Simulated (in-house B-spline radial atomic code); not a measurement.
Radial electron density of Rb IX (Rb8+), [Ar] 3d10 4s1. All numbers are computed (scalar-relativistic (X2C) Hartree-Fock, spin-polarised, averaged over the determinants with the given up and down occupations; Fermi nucleus of rms radius 4.2036 fm) with an all-electron radial atomic-structure program (B-spline basis), not measured.

One-electron X2C: radii and densities carry no picture-change correction, so inner-shell <1/r> comes out high (for 1s by about 2 % at Z = 33, 5 % at 54, 10 % at 75, 30 % at 118) and <r> low.

Columns: r (bohr), 4πr²n(r) (electrons per bohr), bar.

```
 0.00141    1.285 #
 0.00171    1.782 #
 0.00207    2.452 ##
 0.00251    3.367 ###
 0.00303    4.563 ####
 0.00368    6.197 #####
 0.00445    8.283 #######
 0.00539    10.98 #########
 0.00653    14.36 ############
 0.00791    18.46 ###############
 0.00959     23.3 ###################
  0.0116    28.61 #######################
  0.0141    34.27 ############################
   0.017    39.38 ################################
  0.0206    43.57 ###################################
   0.025    45.97 #####################################
  0.0303    46.01 #####################################
  0.0367    43.86 ###################################
  0.0444    40.59 #################################
  0.0538     38.1 ###############################
  0.0652    38.54 ###############################
   0.079    42.86 ##################################
  0.0957    49.57 ########################################
   0.116    54.79 ############################################
    0.14    54.42 ############################################
    0.17    47.33 ######################################
   0.206    37.61 ##############################
   0.249    31.78 ##########################
   0.302    32.94 ##########################
   0.366     37.6 ##############################
   0.443    38.62 ###############################
   0.537    32.36 ##########################
   0.651    21.49 #################
   0.788    11.47 #########
   0.955    5.227 ####
    1.16    2.365 ##
     1.4    1.177 #
     1.7   0.5056 
    2.05   0.1584 
    2.49  0.02836 
    3.02 0.002707 
    3.65 0.0001276 
    4.42 2.358e-06
```

On this grid the curve has 3 maxima, near 0.0303, 0.116, 0.443 bohr.

The 3d up radial function P(r) = rR(r), positive near the nucleus:

```tsv
r (bohr)	P
0.0141	0.002368
0.0206	0.006692
0.0303	0.01869
0.0444	0.0494
0.0652	0.123
0.0957	0.2791
0.14	0.556
0.206	0.9492
0.302	1.305
0.443	1.377
0.651	1.048
0.955	0.5283
1.4	0.1497
2.05	0.01819
```
